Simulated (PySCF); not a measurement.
Input for PySCF: D3(BJ) and D4 dispersion corrections on H6MoO2 (SMILES [OH][MoH4][OH]), 2S+1 = 5, a spin state set in the input, which need not be the lowest.

```python
from pyscf import gto
from pyscf.dispersion import dftd3, dftd4

mol = gto.M(
    atom='''
    Mo    0.98421016    0.41944714    0.23562573
    O     0.65408243    2.29324534    0.09634375
    H     0.46005053    2.86552972    0.84768622
    O     0.02832245   -1.22862636    0.37987976
    H    -0.31845078   -1.57498365    1.21032497
    H    -1.63839086   -1.81620679   -1.43197502
    H     0.70663571    0.32588410   -1.62188391
    H     1.16906185    0.53387414    2.00237028
    H    -2.15066304   -1.95194227   -1.95737984
    ''',
    basis='def2-svp',
    charge=0, spin=4, verbose=0, max_memory=1800)
d3, d4 = {}, {}
for xc in ['hf', 'pbe', 'blyp', 'revpbe', 'tpss', 'r2scan', 'b3lyp', 'pbe0', 'bhlyp', 'camb3lyp', 'b2plyp']:
    d3[xc] = float(dftd3.DFTD3Dispersion(mol, xc=xc, version='d3bj', atm=False).get_dispersion()['energy'])
    print(f'D3(BJ) {xc:10s} {d3[xc]:14.8f} Eh')
for xc in ['hf', 'pbe', 'blyp', 'revpbe', 'tpss', 'r2scan', 'b3lyp', 'pbe0', 'bhlyp', 'camb3lyp', 'b2plyp']:
    d4[xc] = float(dftd4.DFTD4Dispersion(mol, xc={'camb3lyp': 'cam-b3lyp'}.get(xc, xc), atm=True).get_dispersion()['energy'])
    print(f'D4     {xc:10s} {d4[xc]:14.8f} Eh')
```

Output:

```
D3(BJ) hf            -0.04188208 Eh
D3(BJ) pbe           -0.00499460 Eh
D3(BJ) blyp          -0.01100191 Eh
D3(BJ) revpbe        -0.01207041 Eh
D3(BJ) tpss          -0.00641528 Eh
D3(BJ) r2scan        -0.00143183 Eh
D3(BJ) b3lyp         -0.00910922 Eh
D3(BJ) pbe0          -0.00446605 Eh
D3(BJ) bhlyp         -0.00756168 Eh
D3(BJ) camb3lyp      -0.00426448 Eh
D3(BJ) b2plyp        -0.00446764 Eh
D4     hf            -0.01766583 Eh
D4     pbe           -0.00514403 Eh
D4     blyp          -0.01115135 Eh
D4     revpbe        -0.01496679 Eh
D4     tpss          -0.00689401 Eh
D4     r2scan        -0.00128983 Eh
D4     b3lyp         -0.00825143 Eh
D4     pbe0          -0.00435351 Eh
D4     bhlyp         -0.00644699 Eh
D4     camb3lyp      -0.00442331 Eh
D4     b2plyp        -0.00357409 Eh
```

The run finished.

Cost: very roughly 0.020 core-seconds.
